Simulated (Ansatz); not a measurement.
A run on CH4AlPS2 with other settings.

```yaml
crystal:
  periodic: [false, false, false]
  atoms:
    - {symbol: P, position_ang: [-1.209321, 1.047796, 0.972057]}
    - {symbol: S, position_ang: [-0.237508, 2.266373, -0.550353]}
    - {symbol: Al, position_ang: [0.113193, 0.079827, -0.551746]}
    - {symbol: C, position_ang: [1.331344, -1.534799, -0.513678]}
    - {symbol: S, position_ang: [-0.226470, -1.735905, -1.779137]}
    - {symbol: H, position_ang: [-0.849698, 1.947366, 2.176626]}
    - {symbol: H, position_ang: [-2.569100, 1.732022, 0.955445]}
    - {symbol: H, position_ang: [1.140825, -2.221005, 0.317602]}
    - {symbol: H, position_ang: [2.244346, -1.480291, -0.866028]}
basis:
  gaussian: {orbitals: x2c-TZVPPall}
hamiltonian: {xc: {name: SPW92}}
output: {forces: true}
```

```sh
$ ansatz run in.yaml --threads 4 --pin off --events-out ev --progress --plain --max-ram 10444MiB
```

It prints (some lines left out):

```
Functional definition: SPW92
1561 factors; their error is unknown
mean field evaluation 1: about -38592.2033 eV, gradient 7.4e1 eV
mean field evaluation 2: about -38463.3549 eV, gradient 1.5e2 eV
mean field evaluation 4: about -38604.4240 eV, gradient 2.3e1 eV
mean field evaluation 8: about -38605.8729 eV, gradient 6.7e-1 eV
mean field evaluation 16: about -38605.8439 eV, gradient 4.5e-3 eV
mean field -38605.84388050 eV, -1418.7385946277 hartree, gradient 9.8e-6 eV, S^2 0.000000; 0 other end points of the search recorded, 0 dependent functions left out
reference -38605.84392325 eV, -1418.7385961987 hartree; 35, 35 occupied and 220, 220 virtual orbitals, 1561 factors
Total energy: -38605.84392325 eV, -1418.7385961987 hartree
Relativity: scalar
Atom 0 at    -1.209321     1.047796     0.972057 Å, force    -1.622054     4.021103     2.045139 eV/Å
Atom 1 at    -0.237508     2.266373    -0.550353 Å, force    -0.212225    -1.041173     0.445079 eV/Å
Atom 2 at     0.113193     0.079827    -0.551746 Å, force     1.600294    -2.204227    -1.848467 eV/Å
Atom 3 at     1.331344    -1.534799    -0.513678 Å, force    -6.896533     0.929280     1.893831 eV/Å
Atom 4 at    -0.226470    -1.735905    -1.779137 Å, force     1.252153     0.898931     1.079505 eV/Å
Atom 5 at    -0.849698     1.947366     2.176626 Å, force    -0.129060    -1.431340    -1.057444 eV/Å
Atom 6 at    -2.569100     1.732022     0.955445 Å, force     1.035180    -1.149130    -0.199264 eV/Å
Atom 7 at     1.140825    -2.221005     0.317602 Å, force     0.266497    -0.052384    -0.075505 eV/Å
Atom 8 at     2.244346    -1.480291    -0.866028 Å, force     4.705747     0.028941    -2.282874 eV/Å
Dipole moment:    -0.199774     0.512425     0.722483 e Å
```

Run time 2.7 s (4 threads of an Arm Neoverse V1 on a shared host); peak host memory 0.39 GiB.
